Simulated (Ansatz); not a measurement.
In₈P₇F₃ was relaxed with PBE-D4 (def2-SVP) in Ansatz in these states: charge -1 doublet, neutral singlet. The geometries follow in no particular order.

In the def2 sets In takes a core potential; there is no spin–orbit coupling.

A:

Cartesian coordinates in Å:
```
P -1.381 2.085 -0.268
P -0.670 -0.125 2.515
P 2.185 1.583 0.601
P 0.160 0.803 0.701
P 1.476 -0.803 -3.030
P 2.623 -2.424 1.226
P -1.798 -2.992 -0.301
In 0.839 4.182 0.712
In -1.915 2.492 2.907
In -0.072 1.097 -2.295
In 2.262 -0.133 2.917
In 2.382 -0.753 -0.647
In -2.454 -0.469 0.060
In -0.613 -2.267 -2.467
In 0.136 -2.346 1.174
F 0.018 3.543 2.692
F -1.833 -0.336 -2.384
F -1.343 -3.135 -4.111
```

B:

| atom | x (Å) | y (Å) | z (Å) |
| --- | --- | --- | --- |
| P1 | -0.0632 | -2.3187 | -1.1826 |
| P2 | -2.4343 | 0.5064 | -0.5408 |
| P3 | 0.5219 | 0.9258 | -2.7788 |
| P4 | -0.4050 | -0.1468 | -1.0913 |
| P5 | 3.2747 | 0.4878 | 0.8343 |
| P6 | -0.0100 | 3.7376 | -0.0013 |
| P7 | -0.7322 | 0.7633 | 3.4975 |
| In8 | -0.0151 | -1.7515 | -4.1111 |
| In9 | -3.1639 | -2.1530 | -1.5640 |
| In10 | 1.9588 | -1.5803 | 0.1545 |
| In11 | -1.4888 | 2.6905 | -2.0754 |
| In12 | 1.6670 | 1.8962 | -0.6000 |
| In13 | -1.4710 | -1.5576 | 2.0293 |
| In14 | 1.6808 | 0.2869 | 2.9232 |
| In15 | -1.0895 | 1.8861 | 1.3169 |
| F16 | -2.1902 | -1.6679 | -3.5131 |
| F17 | 1.1122 | -1.8304 | 2.2012 |
| F18 | 2.8480 | -0.1744 | 4.5013 |

Problem. Judge from the bond lengths which geometry belongs to which state (an estimate).

Solution. A is the neutral singlet (P1–In13 2.789 Å, P4–In13 2.976 Å, P7–In13 2.632 Å); B is the charge -1 doublet (P1–In13 3.588 Å, P4–In13 3.587 Å, P7–In13 2.844 Å).
